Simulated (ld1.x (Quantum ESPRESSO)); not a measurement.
## Which change was made? (Bi, TM)

* Element: bismuth (Bi)
* Generator: ld1.x (Quantum ESPRESSO) 7.5
* Type: norm-conserving Troullier–Martins (Kleinman–Bylander form)
* Functional: PBE
* Relativity: fully relativistic
* Frozen core: [Xe] 4f14 5d10
* Valence charge: 5
* Reference configuration: 6s2 6p3
* Partial waves: 6p (bound): rc 2.45 bohr; 6s (bound): rc 2.05 bohr
* Local potential: the s channel
* Core correction: Bessel-smoothed model core inside 1.90 bohr

Open shells are filled in proportion to 2j + 1 (rel_dist='average').

Cutoffs, loose and tight: the cutoffs (Ry, on a coarse ladder) from which the occupation-weighted sum of valence levels, in a spherical-Bessel basis at the reference potential, stays within 10 and 1 mRy of its value at 400 Ry. They do not see the model core or the augmentation charge, which bear on the density cutoff. Test errors are all-electron minus pseudo excitation energies from the reference, over the configurations 6s2 6p2; 6s2 6p1; 6s2 6p0; 6s2 6p3.3; 6s0 6p5; 6s2 6p2.5; 6s1 6p3; variants that change the core or the reference have their own tests. The largest error is taken over the tests solved by every variant that gives reliable tests at all, those not shown here included: 6s0 6p5; 6s1 6p3; 6s2 6p0; 6s2 6p2; 6s2 6p2.5; 6s2 6p3.3.

The base gives: outcome: generated; cutoff, loose: 25 Ry; cutoff, tight: 45 Ry; bound ghosts: none; largest test error (meV): -256.

(1) After one change the result is: outcome: generated; cutoff, loose: 8 Ry; cutoff, tight: 18 Ry; bound ghosts: none; largest test error (meV): -314. Which change was it?
A. all radii but the core radius scaled by about 1.40 (s 2.86, p 3.42 bohr)
B. wave 6p (bound): rc 2.45 bohr becomes 6p (bound): rc 1.62 bohr
C. type ultrasoft; waves now 6s (bound): rcut 1.80, rcutus 2.05 bohr; 6s channel at -0.6 Ry: rcut 1.80, rcutus 2.05 bohr; 6p (bound): rcut 2.15, rcutus 2.45 bohr; 6p channel at 4.3 Ry: rcut 2.15, rcutus 2.45 bohr; local potential all-electron potential smoothed inside 2.15 bohr (lloc = -2); augmentation PSQ, inside the norm-conserving radii
D. wave 6s (bound): rc 2.05 bohr becomes 6s (bound): rc 2.54 bohr

## Answers

(1) C. The others give: all radii but the core radius scaled by about 1.40 (s 2.86, p 3.42 bohr) → outcome: generated; cutoff, loose: 10 Ry; cutoff, tight: 18 Ry; bound ghosts: none; largest test error (meV): -296 | wave 6p (bound): rc 2.45 bohr becomes 6p (bound): rc 1.62 bohr → outcome: generated; cutoff, loose: 100 Ry; cutoff, tight: 120 Ry; bound ghosts: p1/2, p3/2; largest test error (meV): -312 | wave 6s (bound): rc 2.05 bohr becomes 6s (bound): rc 2.54 bohr → outcome: generated; cutoff, loose: 18 Ry; cutoff, tight: 30 Ry; bound ghosts: none; largest test error (meV): -226.
